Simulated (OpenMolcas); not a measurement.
**W4+ in Cs2GeF6**

W4+ with its 6 nearest fluoride ions at 1.912 Å, on the Ge site of Cs2GeF6 (a = 9.021 Å, distance in the model lattice 1.804 Å). The rest of the host is ab initio model potentials to 7.6 Å and point charges beyond; the distance is set by hand and nothing relaxes. Ligand basis ANO-RCC-VDZP.

| Property | Result |
| --- | --- |
| Program | OpenMolcas |
| Method | SS-CASPT2, IPEA 0.25 Eh, imaginary shift 0.1 Eh (the lowest 17 gerade and 15 ungerade orbitals frozen, chosen by energy and not by shell, so the metal 5p can be frozen and 4f correlated) |
| Basis | ANO-RCC-VTZP [8s7p5d3f2g1h] |
| Scalar Hamiltonian | DKH2, point nucleus |
| Active space | 2 electrons in 5 orbitals (5d) |
| State averaging | 2S+1 = 3 even, 10 roots; 2S+1 = 1 even, 15 roots |
| Spin-orbit coupling | state interaction with AMFI integrals over the reference wave functions |

The lowest spin-free states (labels of O, the rotations of Oh), above the lowest:

| State | Degeneracy | E (cm-1) |
| --- | --- | --- |
| 3T1 | 3 | 0 |
| 1T2 | 3 | 7470 |
| 1E | 2 | 7500 |
| 1A1 | 1 | 17830 |
| 3T2 | 3 | 39880 |
| 3T1 | 3 | 46430 |
| 1T2 | 3 | 47670 |
| 1T1 | 3 | 50200 |
| 3A2 | 1 | 81160 |
| 1E | 2 | 88360 |
| 1A1 | 1 | 97190 |

The lowest levels with spin-orbit coupling:

```
E (cm-1)  Degeneracy      2S+1
       0           2         3
     210           3         3
    3960           3         3
    4780           1         3
   10090           3         1
   10340           2         1
   20920           1         1
   41190           1         3
   41820           3         3
   42930           3         3
   43010           2         3
   47360           1         3
   48190           3         3
   48360           3  3 (51 %)
   50620           2         3
   52330           3  1 (50 %)
   53470           3         1
   84470           3         3
   91560           2         1
  100430           1         1
```

Powder χT (cm3 K/mol): 0.00144 at 2 K, 0.0072 at 10 K, 0.0361 at 50 K, 0.0712 at 100 K, 0.12 at 200 K, 0.151 at 300 K. The effective moment at 300 K is 2.828 √(χT) = 1.10 μB.

The lowest level has 2S+1 = 3, for which the spin-only value is χT = S(S+1) / 2 = 1.000 cm3 K/mol (g = 2). The computed 0.151 at 300 K differs by -0.849, through orbital momentum, spin-orbit coupling and any other state in reach. With a threefold ground state the orbital momentum is unquenched, so the spin-only value is not expected to hold.

Roots that are degenerate in the reference are averaged as groups; the widest CASPT2 spread within a group is 25 cm-1 (the 3-fold group of multiplicity 1 near 50200 cm-1 above the lowest state of its run). Shifts and gaps below about the spread of the groups concerned are not significant. Over all roots computed the reference weight is 0.71 to 0.72; a low but even weight reflects the number of correlated electrons. An orbital triplet at a regular site is open to Jahn-Teller coupling, which can distort the site and quench the lowest spin-orbit gaps and is left out. The least metal-like active orbital is 75 % on the metal (Löwdin) and no ligand orbital is active, so the numbers are rough. Ligand-to-metal charge-transfer states are missing. With no ligand orbital active B as a rule stays too high, so bands that hang on it stand too high and its fall with covalency is understated. With one d shell and no ligand orbital active, 10Dq can be off by a tenth or more. No measured value stands beside these numbers; the geometry was set by hand and not optimised.
